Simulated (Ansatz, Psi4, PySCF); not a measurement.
S₂, triplet, geometry from GFN2-xTB, atoms displaced at random by about 0.08 Å a coordinate. Base run: HF/def2-SVP, gradient (PySCF).

Here is a job for PySCF.
```python
from pyscf import gto, scf

mol = gto.M(
    atom='''
S    -0.019028    0.013197   -0.983831
S    -0.032989   -0.005807    0.983647
''',
    basis='def2-svp',
    charge=0,
    spin=2,
    verbose=4,
)

mf = scf.UHF(mol)
mf.kernel()
g = mf.nuc_grad_method()
grad = g.kernel()
```

Programs used: Ansatz (a quantum-chemistry and plane-wave program), Psi4, PySCF; a row that names a program was run with it.

The coordinate followed is y of atom 2.

The base run was repeated with changes; each row names its change, and settings that it needs were set with it.

```csv
change,dE/dx (Eh/bohr),net force (Eh/bohr)
base,-0.000553,0.000000
density fitting = on,-0.000553,0.000000
code = ansatz,-0.000503,0.000000
conv_tol = 1e-4,-0.000553,0.000000
finite difference step (bohr) = 0.05; conv_tol = 1e-11,-0.000553,-
conv_tol = 1e-11,-0.000553,0.000000
finite difference step (bohr) = 1e-5; conv_tol = 1e-11,-0.000553,-
conv_tol = 1e-6,-0.000553,0.000000
code = psi4,-0.000553,0.000000
finite difference step (bohr) = 0.01; conv_tol = 1e-11,-0.000553,-
finite difference step (bohr) = 1e-4; conv_tol = 1e-11,-0.000553,-
finite difference step (bohr) = 0.2; conv_tol = 1e-11,-0.000565,-
```

The net force is zero for an exact gradient.

Open shells are given as the SCF converged; they aren't shown to be the lowest states, and a large step between rows can be another state.
